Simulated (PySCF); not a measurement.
**How methods differ on the excitation energy of Cd**

Cd [Kr] 4d10 5s2 (1S) → Cd [Kr] 4d10 5s1 6s1, s spin flipped, as a difference of total energies. Calculation: PySCF 2.14, in aug-cc-pVQZ-PP with ECP28MDF (7s7p6d4f3g2h, 135 functions); scalar relativity through the core potential. Correlated levels: valence: 4s2 4p6 frozen. The calculations carry no spin-orbit coupling.

| method | excitation energy (cm⁻¹) |
| --- | --- |
| UHF | 0 |
| LDA | 0 |
| PBE | 0 |
| PBE0 | 0 |
| r2SCAN | 0 |
| M06-2X | 0 |
| MN15 | 0 |
| LC-wPBE | 0 |
| MP2 (valence) | 0 |
| SCS-MP2 (valence) | 0 |

The upper determinant mixes two multiplicities, so it lies between the two terms.

The promoted electron is Rydberg-like, and one or two diffuse shells describe it only roughly, which tends to raise the upper state.
